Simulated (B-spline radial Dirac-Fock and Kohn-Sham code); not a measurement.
**Dipole and non-dipole photoemission parameters of Se²⁺ 4p3/2**

System: the Se²⁺ ion, 1s2 2s2 2p6 3s2 3p6 3d10 4s2 4p2; threshold 29.17 eV (orbital energy of the model). The computed values come from a radial B-spline solver: Dirac-Hartree-Slater photoionisation with a Latter tail; cross sections with all multipoles, angular parameters from the dipole term and its interference with E2.

Input file task.json (cfg lists n, l and occupation; rrms is the nuclear radius in fm):

```json
{"items": [{
  "Z": 34,
  "q": 2,
  "cfg": [[1, 0, 2], [2, 0, 2], [2, 1, 6], [3, 0, 2], [3, 1, 6], [3, 2, 10], [4, 0, 2], [4, 1, 2]],
  "A": 80,
  "rrms": 4.14,
  "do": "xps",
  "hv": [74.9, 80, 100, 104.0, 128.0, 138.0, 150, 211.0, 384.0, 400, 471.0, 499.0, 583.0, 723.0, 930.0, 972.0, 986.0, 1230.0, 1253.6, 1750.0, 1830.0, 2220.0, 4000, 4110.0, 9251.7, 9310.0, 9480.0, 11000.0, 12000, 13400.0]
}]}
```

Run with: `python xray2_run.py task.json out`

For linearly polarised light dσ/dΩ = σ/(4π) [1 + β P₂(cos θ) + (δ + γ cos²θ) sin θ cos φ], with θ from the polarisation vector and φ the angle between the beam and the projection of the electron momentum on the plane normal to the polarisation.

| hν (eV) | σ (kb) | β | γ | δ |
| --- | --- | --- | --- | --- |
| 74.9 | 62.9 | -0.168 | -0.035 | 0.020 |
| 80 | 59.9 | -0.091 | -0.032 | 0.023 |
| 100 | 53.3 | 0.309 | 0.029 | 0.024 |
| 104 | 52.4 | 0.386 | 0.045 | 0.023 |
| 128 | ? | ? | ? | ? |
| 138 | 45.2 | 0.874 | 0.134 | 0.015 |
| 150 | 42.5 | 0.987 | 0.148 | 0.012 |
| 211 | 30.4 | 1.316 | 0.143 | 0.003 |
| 384 | 14.5 | 1.595 | 0.020 | -0.001 |
| 400 | 13.7 | 1.605 | 0.012 | -0.001 |
| 471 | 10.8 | 1.637 | -0.011 | -0.001 |
| 499 | 9.89 | 1.646 | -0.017 | 0.000 |
| 583 | 7.69 | 1.663 | -0.024 | 0.000 |
| 723 | 5.30 | 1.672 | -0.011 | 0.002 |
| 930 | 3.29 | 1.665 | 0.038 | 0.003 |
| 972 | 3.02 | 1.661 | 0.051 | 0.004 |
| 986 | 2.93 | 1.660 | 0.055 | 0.004 |
| 1230 | 1.85 | 1.637 | 0.134 | 0.006 |
| 1253.6 | 1.78 | 1.634 | 0.142 | 0.006 |
| 1750 | 0.841 | 1.577 | 0.308 | 0.012 |
| 1830 | 0.757 | 1.567 | 0.334 | 0.013 |
| 2220 | 0.475 | 1.522 | 0.453 | 0.018 |
| 4000 | 0.101 | 1.339 | 0.869 | 0.046 |
| 4110 | 0.0936 | 1.329 | 0.889 | 0.048 |
| 9251.7 | 0.00839 | 0.985 | 1.460 | 0.142 |
| 9310 | 0.00823 | 0.982 | 1.464 | 0.143 |
| 9480 | 0.00777 | 0.974 | 1.476 | 0.146 |
| 11000 | 0.00484 | 0.903 | 1.569 | 0.173 |
| 12000 | 0.00365 | 0.861 | 1.621 | 0.191 |
| 13400 | 0.00255 | 0.808 | 1.682 | 0.215 |

**Question.** Give the values at 128 eV.

**Answer.** σ = 47.4 kb, β = 0.760, γ = 0.115, δ = 0.017.
